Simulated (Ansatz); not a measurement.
# Abstraction of H: GeH3Br + In(CH2)(CH3)(OH) → GeH2Br + In(CH3)2(OH)

Species: GeH3Br `[GeH3][Br]`, singlet; In(CH2)(CH3)(OH), doublet; GeH2Br `[GeH2][Br]`, doublet; In(CH3)2(OH), singlet. A radical takes H: the energy is the difference in strength between the Ge–H bond broken and the C–H bond made.

Shapes, held fixed at every level: PBE0-D4/def2-TZVP. Flexible molecules stand in one conformer, not always the lowest. Programs: Ansatz 0.2.0. Electronic energies: no zero-point or thermal term.

```csv
level,kind,ΔE (kJ/mol)
MP2/def2-TZVPP,perturbation theory,-88.2
HF/def2-SVP,Hartree–Fock,-49.4
SPW92/def2-TZVPP,LDA,-109.8
PBE-D4/def2-TZVPP,GGA,-97.6
BHLYP-D4/def2-TZVPP,global hybrid,-75.6
PBE0-D4/def2-TZVPP,global hybrid,-88.0
wB97M-V/def2-TZVPP,range-separated hybrid,-89.0
```

wB97M-V/def2-TZVPP gives ΔE = -89.0 kJ/mol; the levels span -109.8 to -49.4. The median of the levels is -88.2. No measured value is set beside it here. Open shells run unrestricted. For atoms past krypton def2 sets carry core potentials with scalar relativity. Relativity is left out for Br, Ge. Outer-core shells of Br, Ge, In are correlated, in sets that cover them unevenly.
